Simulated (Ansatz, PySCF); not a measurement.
Process, species as SMILES: C[SiH](C)[SiH3] + 3 [H][H] (H2) -> 2 C (CH4) + 2 [SiH4] (SiH4)
Geometries: B3LYP-D3(BJ)/def2-TZVP minima from Ansatz (an electronic-structure program). Frequencies are from Ansatz or PySCF.
Geometry of the first species:
```xyz
14

C     -1.3398     1.3758    -0.7059
Si    -0.5656    -0.0053     0.3121
C     -1.1060    -1.6886    -0.3340
Si     1.7746     0.1666     0.2569
H     -2.4300     1.3125    -0.6780
H     -1.0258     1.3122    -1.7499
H     -1.0498     2.3574    -0.3272
H     -1.0044     0.1331     1.7279
H     -0.7861    -1.8289    -1.3687
H     -0.6795    -2.4973     0.2620
H     -2.1937    -1.7842    -0.3022
H      2.2326     1.4797     0.7792
H      2.2712     0.0351    -1.1384
H      2.4142    -0.9010     1.0681
```
Charge 0, spin multiplicity 1.

Wanted: energy of full hydrogenation (enthalpy at 298 K, with B3LYP-D3(BJ) rigid-rotor harmonic-oscillator terms), in kcal/mol. Cores are frozen in the correlated levels unless marked. Spin-orbit coupling is left out. No relativistic terms. CBS marks a two-point X^-3 extrapolation of the correlation energy; Hartree-Fock from the larger set.

CCSD(T)/CBS(cc-pV(T+d)Z,cc-pV(Q+d)Z) (Ansatz) gives -10.9 kcal/mol.

Q: Another calculation gave -12.3 kcal/mol. Which level was it?
(A) BHLYP/def2-TZVPD (Ansatz)
(B) CAM-B3LYP/def2-TZVPD (Ansatz)
(C) wB97X/def2-TZVPD (Ansatz)
(D) wB97M-V/def2-TZVPD (Ansatz)

A: D, wB97M-V/def2-TZVPD (Ansatz). The others give -21.7 (BHLYP), -15.2 (wB97X), -19.2 (CAM-B3LYP) kcal/mol.
